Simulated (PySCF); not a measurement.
## Nonlinear optical response: SMILES Cl/C=C/c1ccccc1, C₈H₇Cl

Molfile (atoms numbered from 1):
```
C8H7Cl
     RDKit          3D

 16 16  0  0  0  0  0  0  0  0999 V2000
    4.4227   -0.2903    0.0020 Cl  0  0  0  0  0  0  0  0  0  0  0  0
    2.7904    0.2448   -0.0458 C   0  0  0  0  0  0  0  0  0  0  0  0
    1.7662   -0.5971    0.0566 C   0  0  0  0  0  0  0  0  0  0  0  0
    0.3559   -0.2405    0.0252 C   0  0  0  0  0  0  0  0  0  0  0  0
   -0.1014    1.0708   -0.1214 C   0  0  0  0  0  0  0  0  0  0  0  0
   -1.4544    1.3472   -0.1452 C   0  0  0  0  0  0  0  0  0  0  0  0
   -2.3822    0.3250   -0.0231 C   0  0  0  0  0  0  0  0  0  0  0  0
   -1.9444   -0.9807    0.1232 C   0  0  0  0  0  0  0  0  0  0  0  0
   -0.5915   -1.2596    0.1467 C   0  0  0  0  0  0  0  0  0  0  0  0
    2.7010    1.3119   -0.1654 H   0  0  0  0  0  0  0  0  0  0  0  0
    1.9731   -1.6526    0.1749 H   0  0  0  0  0  0  0  0  0  0  0  0
    0.6043    1.8807   -0.2175 H   0  0  0  0  0  0  0  0  0  0  0  0
   -1.7897    2.3678   -0.2602 H   0  0  0  0  0  0  0  0  0  0  0  0
   -3.4391    0.5463   -0.0414 H   0  0  0  0  0  0  0  0  0  0  0  0
   -2.6607   -1.7836    0.2193 H   0  0  0  0  0  0  0  0  0  0  0  0
   -0.2578   -2.2812    0.2605 H   0  0  0  0  0  0  0  0  0  0  0  0
  1  2  1  0
  2  3  2  0
  3  4  1  0
  4  5  2  0
  5  6  1  0
  6  7  2  0
  7  8  1  0
  8  9  2  0
  9  4  1  0
  2 10  1  0
  3 11  1  0
  5 12  1  0
  6 13  1  0
  7 14  1  0
  8 15  1  0
  9 16  1  0
M  END
```

The calculation used PySCF 2.14.0, quadratic response CAM-B3LYP/def2-SVPD first hyperpolarisability, Taylor convention, gas phase. Geometry: GFN2-xTB.

Q: What is the first hyperpolarisability, and how does it disperse?

A: In au, Taylor convention; the vector part is βᵢ = ⅓ Σⱼ (βᵢⱼⱼ + βⱼᵢⱼ + βⱼⱼᵢ); β∥ is 3/5 of the vector part along the dipole, the dipole points from − to +:
| process | λ (nm) | β vector norm | β∥ | β HRS | depolarisation ratio |
| --- | --- | --- | --- | --- | --- |
| static β(0;0,0) | ∞ | 232.2 | -137.1 | 95.6 | 5.10 |
| second harmonic β(−2ω;ω,ω) | 1907 | 256.4 | -151.5 | 105.5 | 5.10 |
| Pockels β(−ω;ω,0) | 1907 | 239.8 | -141.6 | – | – |
| second harmonic β(−2ω;ω,ω) | 1340 | 285.3 | -168.8 | 117.4 | 5.09 |
| Pockels β(−ω;ω,0) | 1340 | 248.1 | -146.6 | – | – |

Q: Which lowest excitations, dipole and polarisabilities go with it?

A: S1 4.86 eV (f = 0.440); S2 5.13 eV (f = 0.088); S3 6.24 eV (f = 0.301); dipole 1.89 D; isotropic α 112.8 au static, 113.5 au at 1907 nm, 114.1 au at 1340 nm, 115.4 au at 953.5 nm, 118.2 au at 670 nm.
